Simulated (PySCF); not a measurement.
**[CrBr4]2-: what the settings change**

[CrBr4]2-: Cr(II) (d4), charge -2. The structure is a PBE0-D3(BJ)/def2-SVP, IEF-PCM water geometry optimised for multiplicity 5; coordination distorted tetrahedral, point group D2d, metal–donor distances 2.52 Å.

```
5

Cr    0.000    0.000    0.000
Br    0.768    1.695    1.695
Br    0.768   -1.695   -1.695
Br   -0.768   -1.695    1.695
Br   -0.768    1.695   -1.695
```

Method (PySCF 2.14, density fitting): CASSCF(4,5) with orbitals averaged over all microstates of the shell, strongly contracted NEVPT2 on the averaged canonical orbitals; basis x2c-TZVPall on the metal, x2c-SVPall elsewhere; spin-free X2C; IEF-PCM water; spin-orbit coupling by state interaction with the mean-field operator over all roots.

Base run: NEVPT2 ground state 5B2, next 5B1 at 7935, then 5E at 8228 cm⁻¹, B(CASSCF) 953, ζ 203 cm⁻¹, D -2.04 cm⁻¹, g 1.958 1.994 1.994, μeff(300 K) 4.88 μB.

Q: What happens with the basis x2c-TZVPall on all atoms?

A: NEVPT2 ground state 5B2, next 5B1 at 7742, then 5E at 8011 cm⁻¹, B(CASSCF) 952, ζ 203 cm⁻¹, D -2.05 cm⁻¹, g 1.957 1.994 1.994, μeff(300 K) 4.88 μB. It took 64 s against 39 s on a shared host of the same kind.

Q: What happens with orbitals averaged over the highest spin alone?

A: NEVPT2 ground state 5B2, next 5B1 at 7512, then 5E at 7841 cm⁻¹, B(CASSCF) 987, ζ 215 cm⁻¹, D -2.25 cm⁻¹, g 1.951 1.992 1.992, μeff(300 K) 4.87 μB.

No frequencies were computed for the optimised geometry. NEVPT2 lifts 5B1 from 6464 to 7935 cm⁻¹; on the d shell alone such lifts tend to overshoot.
